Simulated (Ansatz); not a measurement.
Computed with Ansatz on PBE0-D4/def2-TZVP structures; ΔE is electronic, products minus reactants. CCSD(T)/CBS is the MP2 limit (def2-TZVPP, def2-QZVPP) plus CCSD(T) − MP2 in def2-TZVPP, frozen cores. Functionals use def2-TZVPP. For Ge outer-core shells are correlated without core-valence functions, which leaves a few kJ/mol of doubt a bond. Scalar relativity is left out up to krypton. One conformer a species, not always the lowest.

`C[C@]1(F)O[Si@H]1O` + `C[NH][GeH3]` → `C[N](C)[GeH3]` + `O[Si@H]1O[C@H]1F`  (substitution at a C–C bond)

```tsv
level	ΔE (kJ/mol)
LDA (SPW92)	53.9
PBE0	56.1
r2SCANh	58.1
LC-ωPBE	57.4
```

**Question.** What does CCSD(T)/CBS give? (Estimate.)

**Answer.** Ansatz gave: +55.5 kJ/mol. The listed levels differ from it by -1.6, 0.6, 2.6, 1.9 kJ/mol.

Largest T1 diagnostic among the species: 0.014.

Leaving LDA and LC-ωPBE aside and taking each functional with its dispersion term where it has one, the values, not all of them listed here, spread over 8.0 kJ/mol, from revPBE-D4 to B97M-V. In def2-TZVPP, CCSD(T) changes the Hartree–Fock value by −3.7 kJ/mol (the triples alone add −0.4 kJ/mol) and MP2 by −3.5 kJ/mol. At CCSD(T), def2-SVP lies −3.9 kJ/mol from the extrapolated value and def2-TZVPP −2.2 kJ/mol.
